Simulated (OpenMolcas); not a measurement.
Cr2+ (d4) in a complex was computed by CASSCF with the d shell active (OpenMolcas, ANO-RCC-VDZP on the metal). Its lowest spin-free states, and all those of the highest spin:

```tsv
2S+1	Degeneracy	E (cm-1)
5	2	0.0
5	3	5297
3	3	16152
3	2	19798
3	3	20747
3	3	21221
3	1	22857
3	1	24071
3	3	25255
1	3	25836
3	3	26307
1	2	26333
```

Q: Is the site octahedral, tetrahedral or cube-like, axial, or of lower symmetry?

A: The states with 2S+1 = 5 have orbital degeneracies 2, 3. Threefold states need a cubic site. For d4 at this spin an octahedron puts the twofold E below the threefold T2 and a tetrahedron or cube puts the threefold T2 below the twofold E, so the site is octahedral. The first gap at this spin, 5300 cm-1, is |10Dq| in ligand-field theory. The run had Cr2+ with 6 ligands (fluoride) in octahedral coordination (Oh) at 2.24 Å. A charge of +0.667 e stands 3.2 Å behind each ligand. Ligand basis ANO-RCC-VDZP.

An orbital doublet at a regular site is open to a Jahn-Teller distortion, which this geometry leaves out. Without dynamic correlation the repulsion within the d shell is too large (B by tens of per cent), so at a given field states of lower spin stand too high. Ligand-to-metal charge-transfer states are missing. With no ligand orbital active B as a rule stays too high, so bands that hang on it stand too high and its fall with covalency is understated. With metal d orbitals alone and no dynamic correlation the field as a rule comes out too small, by tens of per cent, by up to half for chloride and softer ligands. The distance lies 6 % over the 2.11 Å that this model takes as the normal distance (a Shannon-type radius plus a fixed donor radius); by an R⁻⁵ law this alone changes a d-shell field by about -26 %. No measured value stands beside these numbers; the geometry is a model, was not optimised and need not be the one that this ion takes.
